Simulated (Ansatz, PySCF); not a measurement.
Dimer: H3NSe (SMILES N[SeH]) (first 5 atoms) with HF (SMILES F); geometry from B3LYP-D3(BJ)/def2-TZVP, rigid monomers moved along the line of their centres of mass till N1···H7 is 1.55 Å.
(charge 0, multiplicity 1):
```json
[
 {"atom": "N", "x (Å)": "-1.0014", "y (Å)": "0.6000", "z (Å)": "0.7596"},
 {"atom": "Se", "x (Å)": "-0.2006", "y (Å)": "-0.9469", "z (Å)": "0.0494"},
 {"atom": "H", "x (Å)": "-0.8263", "y (Å)": "1.3977", "z (Å)": "0.1597"},
 {"atom": "H", "x (Å)": "-2.0012", "y (Å)": "0.4682", "z (Å)": "0.8594"},
 {"atom": "H", "x (Å)": "-0.9287", "y (Å)": "-0.9973", "z (Å)": "-1.2400"},
 {"atom": "F", "x (Å)": "0.0587", "y (Å)": "0.9490", "z (Å)": "3.0037"},
 {"atom": "H", "x (Å)": "-0.3383", "y (Å)": "0.8050", "z (Å)": "2.1455"}
]
```

Monomers are frozen at their geometry in the pair; levels with a basis set take the counterpoise correction.

Rows in 6-31G* carry no dispersion term and start afresh at each structure (6-31G* with six Cartesian d functions); the Pople sets are all-electron and without relativity. MP2/6-31G* freezes PySCF's default core, which leaves 3d correlated.

Run with Ansatz (Gaussian basis) for Hartree–Fock, density functionals and correlated methods; PySCF for 6-31G* rows, the dispersion terms. Each number belongs to the level named beside it.

### Question
What interaction energy does MP2/6-31G* give?

### Answer
-6.4 kcal/mol

### Question
What is the computed interaction energy (r2SCAN-D3(BJ)/def2-TZVPPD)?

### Answer
-11.4 kcal/mol

### Question
Estimate the interaction energy that wB97M-V/def2-TZVPPD returns for this input.

### Answer
-10.1 kcal/mol

Ansatz is a quantum-chemistry and plane-wave program.
